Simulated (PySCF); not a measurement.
# C₆ coefficients of unlike pairs at PBE0

Calculated with PySCF 2.14 from the dipole response of each species, C₆(A,B) = (3/π) ∫ α_A(iu) α_B(iu) du, in atomic units, from isotropic polarisabilities. For ions this is the dispersion term alone; charge-induced terms of lower order in 1/R come first.

```csv
species,configuration,basis,relativity,α (bohr³),C₆ (like pair)
S³⁺,[Ne] 3s2 3p1 (2P),aug-cc-pVTZ-DK (6s5p3d2f),spin-free X2C,5.321,14.10
Ti,[Ar] 3d2 4s2 (3F),def2-QZVPPD (11s6p5d3f2g),none,111.6,1312
Cd⁺,[Kr] 4d10 5s1 (2S),aug-cc-pwCVTZ-PP with ECP28MDF (8s8p7d4f3g),core potential,23.27,136.1
Al³⁺,[Ne] (1S),aug-cc-pVDZ-DK (5s4p2d),spin-free X2C,0.05449,0.007324
```

Q: Estimate C₆ for Cd⁺ with S³⁺.

A: The integral gives 42.56. The combination rule 2 C_A C_B / (C_A α_B/α_A + C_B α_A/α_B) gives 41.36 and the geometric mean 43.80.

No spin-orbit coupling is included.

The other pairs:

```csv
pair,C₆
"Al³⁺, S³⁺",0.2460
"Al³⁺, Ti",1.416
"Al³⁺, Cd⁺",0.7306
"Ti, S³⁺",108.4
"Cd⁺, Ti",383.0
```
